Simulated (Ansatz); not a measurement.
Born–Oppenheimer molecular dynamics of C$_{3}$H$_{9}$ClOSi (15 atoms, charge 0, multiplicity 1). It starts from a relaxed structure.

All numbers below come from Ansatz 0.2.0, RKS PBE-D4/STO-3G.

| Property | Result |
| --- | --- |
| ensemble | NVE (Milne-controlled integrator) |
| time step | 0.25 fs |
| steps asked | 166 |
| starting velocities drawn for | 300 K |
| seed | 868676 |

First frame:

```xyz
15
Properties=species:S:1:pos:R:3
C -2.015 0.290 0.650
O -0.635 0.781 0.817
C 0.179 0.204 -0.287
Si 0.723 -1.632 -0.033
C 1.459 1.090 -0.379
Cl 1.060 2.833 -0.879
H -2.612 0.769 1.456
H -2.453 0.575 -0.339
H -2.103 -0.821 0.757
H -0.364 0.285 -1.264
H 1.478 -2.057 -1.202
H -0.441 -2.490 0.118
H 1.562 -1.735 1.150
H 1.970 1.159 0.605
H 2.168 0.699 -1.142
```

**Question.** What does the run give?

**Answer.** All steps were run.

```yaml
steps_done: 166
time_covered: 41.5 fs
mean_temperature_over_the_second_half: 136 K
spread_of_the_potential_energy_over_the_second_half: 5.9 meV per atom
mean_potential_energy_of_the_second_half_above_the_start: 18.4 meV per atom
```

The conserved energy stayed within 0.00047 meV per atom of its start (net change 0.00013 meV per atom), so the integration is sound. A run of 0.042 ps of so small a system gives no equilibrium averages. Limits of this set-up: minimal basis.

**Question.** What happens to the structure?

**Answer.** The same pairs are bonded in the first frame and the last. Pairs count as bonded within 1.25 times the sum of covalent radii (0.12 Å more for H–H). Another seed would give other details.

**Question.** How do temperature and energy run in time?

**Answer.** 
| time (fs) | T (K) | potential energy less start (eV) | conserved less start (meV/atom) |
| --- | --- | --- | --- |
| 0.0 | 300 | 0.000 | 0.00 |
| 3.2 | 169 | 0.220 | 0.00 |
| 6.5 | 62 | 0.399 | 0.00 |
| 9.8 | 112 | 0.315 | 0.00 |
| 13.0 | 205 | 0.160 | 0.00 |
| 16.2 | 222 | 0.131 | 0.00 |
| 19.5 | 162 | 0.232 | 0.00 |
| 22.8 | 64 | 0.396 | 0.00 |
| 26.0 | 121 | 0.301 | 0.00 |
| 29.2 | 203 | 0.163 | 0.00 |
| 32.5 | 207 | 0.157 | 0.00 |
| 35.8 | 130 | 0.285 | 0.00 |
| 39.0 | 84 | 0.364 | 0.00 |

Time of the run: 9.9 min on 1 thread of Arm Neoverse V1 (shared host), peak memory 0.1 GiB.
